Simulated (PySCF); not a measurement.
Co (cobalt, neutral): HSE06 calculation

Configuration: [Ar] 3d7 4s1 4p1, one real determinant (an excited configuration). Computed with PySCF 2.14 in aug-cc-pVTZ-DK, with the spin-free X2C one-electron Hamiltonian (Gaussian nucleus).

```
Total energy                                                  : -1392.931 hartree
One-electron energy                                           : -1925.289 hartree
Hartree (Coulomb) energy                                      : 592.085 hartree
Exchange-correlation energy                                   : -59.728 hartree
⟨S²⟩                                                          : 8.7507
⟨L²⟩                                                          : 13.954
Sum of ⟨r⟩                                                    : 22.40 bohr
Sum of ⟨r²⟩                                                   : 43.51 bohr²
Traceless quadrupole moment −½Σ⟨3z² − r²⟩ along its main axis : -7.27 e·bohr²
Langevin diamagnetic susceptibility                           : -34.5 ×10⁻⁶ cm³/mol
Time after the integrals                                      : roughly 10 core-seconds
```

```csv
shell,electrons,mean orbital energy (hartree),spread (hartree),"rms radius, mean of both spins (bohr)"
1s α,1,-280.58141,0,0.0648
1s β,1,-280.57808,0,0.0648
2s α,1,-33.69639,0,0.277
2s β,1,-33.62991,0,0.277
2p α,3,-28.82535,0.00629,0.249
2p β,3,-28.76883,0.00211,0.249
3s α,1,-4.09451,0,0.831
3s β,1,-3.92701,0,0.831
3p α,3,-2.68722,0.00984,0.888
3p β,3,-2.50937,0.00856,0.888
3d α,5,-0.47662,0.04996,1.21
3d β,2,-0.37480,0.00629,1.21
4s α,1,-0.28094,0,3.00
4p α,1,-0.10699,0,4.21
```

⟨L²⟩ = 13.95 against 20 for a pure G term, so this real determinant mixes terms.

Densities and radii are taken from the X2C orbitals without a picture-change correction, which distorts them close to the nucleus.
